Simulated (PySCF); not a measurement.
I₂Pb (SMILES [I][Pb][I]), singlet, geometry from GFN2-xTB (such geometries of metal compounds can be far from the true shape) (core potentials on I, Pb). Base run: TPSS/def2-SV(P) in PySCF.

The PySCF input:
```python
from pyscf import gto, scf, dft

mol = gto.Mole()
mol.atom = '''
    Pb   -0.00852880   -0.00721361    0.96279553
    I     1.06067820   -1.86389256   -0.74947342
    I    -1.04748270    1.87505324   -0.74013476
'''
mol.basis = 'def2-sv(p)'
mol.ecp = {'I': 'def2-sv(p)', 'Pb': 'def2-sv(p)'}
mol.verbose = 5
mol.build()

mf = dft.RKS(mol)
mf.xc = 'tpss'
mf.kernel()
mf.analyze()
```

Each row names what was changed in the base input (with any setting that the change needs).

```json
[
 {"change": "base", "ΔE vs base (µEh)": "0.0", "grid points": "67144", "electrons on the grid": "72.00000", "outcome": "converged"},
 {"change": "grids.prune = dft.gen_grid.sg1_prune", "ΔE vs base (µEh)": "-", "grid points": "-", "electrons on the grid": "-", "outcome": "input refused"},
 {"change": "grids.level = 4", "ΔE vs base (µEh)": "-28.1", "grid points": "96520", "electrons on the grid": "72.00000", "outcome": "converged"},
 {"change": "grids.becke_scheme = stratmann", "ΔE vs base (µEh)": "-34.2", "grid points": "67144", "electrons on the grid": "72.00000", "outcome": "converged"},
 {"change": "grids.prune = off", "ΔE vs base (µEh)": "0.4", "grid points": "125864", "electrons on the grid": "72.00000", "outcome": "converged"},
 {"change": "grids.radi_method = mura_knowles", "ΔE vs base (µEh)": "0.7", "grid points": "57712", "electrons on the grid": "72.00000", "outcome": "converged"},
 {"change": "grids.atom_grid = (50, 194)", "ΔE vs base (µEh)": "-774", "grid points": "18592", "electrons on the grid": "71.99989", "outcome": "converged"},
 {"change": "small_rho_cutoff = 0", "ΔE vs base (µEh)": "0.0", "grid points": "67144", "electrons on the grid": "72.00000", "outcome": "converged"},
 {"change": "grids.radi_method = gauss_chebyshev", "ΔE vs base (µEh)": "-0.1", "grid points": "63040", "electrons on the grid": "72.00000", "outcome": "converged"},
 {"change": "grids.atom_grid = (99, 590)", "ΔE vs base (µEh)": "-27.4", "grid points": "86208", "electrons on the grid": "72.00000", "outcome": "converged"},
 {"change": "grids.level = 2", "ΔE vs base (µEh)": "162", "grid points": "43072", "electrons on the grid": "71.99989", "outcome": "converged"}
]
```

- grids.prune = dft.gen_grid.sg1_prune: ended with `IndexError: index 82 is out of bounds for axis 0 with size 19`
